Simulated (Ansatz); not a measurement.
Relaxation of Cl$_{2}$FH$_{4}$HfNO (10 atoms, charge 0, multiplicity 1), to a largest force component of 0.03 eV/Å in at most 50 steps.

Theory: RKS PBE-D4/def2-SVP (Ansatz).

```xyz
10
Properties=species:S:1:pos:R:3
Hf -0.129 -0.109 0.049
N -0.124 -0.093 2.203
H -0.962 0.099 2.765
H 0.518 -0.666 2.763
F 1.693 -0.151 -0.540
Cl -1.624 1.491 -0.823
Cl -1.008 -2.185 -0.622
O 1.199 2.562 1.355
H 2.159 2.393 1.303
H 0.897 1.914 2.047
```

Question: Where does it end, and by what steps?

Answer: It converged. After 11 steps the energy has fallen by 0.499 eV; O8 moved furthest, 0.51 Å. Joined: Hf1–O8 (3.26 → 2.40 Å).

```csv
step,energy less start (eV),largest force component (eV/Å),accepted
0,0.0000,1.863,yes
1,-0.1919,0.783,yes
2,-0.3441,0.823,yes
3,-0.4497,1.036,yes
4,-0.4802,0.676,yes
5,-0.4911,0.272,yes
6,-0.4951,0.152,yes
7,-0.4975,0.041,yes
8,-0.4983,0.036,yes
9,-0.4986,0.059,yes
10,-0.4988,0.076,yes
11,-0.4991,0.026,yes
```

```xyz
10
Properties=species:S:1:pos:R:3
Hf 0.008 0.158 0.238
N -0.165 -0.081 2.273
H -1.056 0.050 2.768
H 0.384 -0.770 2.801
F 1.835 -0.003 -0.377
Cl -1.627 1.623 -0.674
Cl -0.771 -1.943 -0.556
O 1.040 2.148 1.098
H 1.993 2.231 0.896
H 0.977 1.842 2.033
```

The run took 29 s on 4 threads of Arm Neoverse V2, on a shared host, peak memory 0.2 GiB.
